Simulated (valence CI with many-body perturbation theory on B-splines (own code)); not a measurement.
**Ladder of approximations for Dy61+**

Calculated by valence CI with perturbative core correlation (CI+MBPT): three valence electrons over a frozen Dirac-Fock core [He], radial functions for each j: 11 s, 11 p, 9 d, 7 f, 5 g, 2 h, 1 i, with the one-electron correlation potential Σ1 (screened to all orders), the two-electron term Σ2, the three-electron term Σ3, Breit, model QED; selected single and double excitations, second order for the rest (own B-spline code, finite nucleus).

No measured spectrum was set against this ion. As an estimate, large intervals hold to a few tenths of a per cent, small ones and those within an open d or f shell to about a per cent.

Each rung adds one term. CI alone is the Dirac-Coulomb CI over the frozen core; QED comes last and gives the full result, which names the levels. Energies are above (2s^2 2p1/2) J=1/2 on the same rung, in eV.

Levels are named by their leading jj configuration (3d3/2^4 stands for four electrons in 3d with j = 3/2), which in mixed levels can hold well under half, so a name can repeat and another be missing. Letters in brackets count levels of one name in rising energy.

| Level | CI alone |
| --- | --- |
| (2s 2p1/2^2) J=1/2 | 223.1 |
| (2s^2 2p3/2) J=3/2 | 883.5 |
| (2s 2p1/2 2p3/2) J=3/2 [a] | 1039.9 |
| (2s 2p1/2 2p3/2) J=5/2 | 1085.2 |
| (2s 2p1/2 2p3/2) J=1/2 | 1139.8 |
| (2s 2p1/2 2p3/2) J=3/2 [b] | 1145.8 |
| (2p1/2^2 2p3/2) J=3/2 | 1378.0 |
| (2s 2p3/2^2) J=5/2 | 1945.2 |
| (2s 2p3/2^2) J=1/2 | 2032.2 |
| (2s 2p3/2^2) J=3/2 | 2038.4 |
| (2p1/2 2p3/2^2) J=3/2 | 2219.2 |
| (2p1/2 2p3/2^2) J=5/2 | 2248.4 |
| (2p1/2 2p3/2^2) J=1/2 | 2288.1 |
| (2p3/2^3) J=3/2 | 3141.1 |
| (2s^2 3s) J=1/2 | 8172.0 |
| (2s^2 3p1/2) J=1/2 | 8247.6 |

(1) What do these energies become with core correlation, Breit and QED?

(2) How does the ionisation energy move along the ladder, and which term matters most?

Results:

(1) (2s 2p1/2^2) J=1/2 223.7 (+0.65); (2s^2 2p3/2) J=3/2 871.8 (-11.74); (2s 2p1/2 2p3/2) J=3/2 [a] 1028.4 (-11.53); (2s 2p1/2 2p3/2) J=5/2 1066.1 (-19.04); (2s 2p1/2 2p3/2) J=1/2 1128.4 (-11.42); (2s 2p1/2 2p3/2) J=3/2 [b] 1130.2 (-15.63); (2p1/2^2 2p3/2) J=3/2 1364.4 (-13.54); (2s 2p3/2^2) J=5/2 1918.1 (-27.12); (2s 2p3/2^2) J=1/2 2012.5 (-19.76); (2s 2p3/2^2) J=3/2 2013.3 (-25.16); (2p1/2 2p3/2^2) J=3/2 2194.1 (-25.03); (2p1/2 2p3/2^2) J=5/2 2216.2 (-32.20); (2p1/2 2p3/2^2) J=1/2 2265.5 (-22.59); (2p3/2^3) J=3/2 3104.7 (-36.45); (2s^2 3s) J=1/2 8156.5 (-15.57); (2s^2 3p1/2) J=1/2 8231.7 (-15.86).

(2) CI alone 14512, + Σ1 14512, + Σ2 14512, + Σ3 14512, + Breit 14490, + QED 14489 eV. The largest step is Breit, -22 eV. NIST lists 14495 ± 12 eV (theoretical).
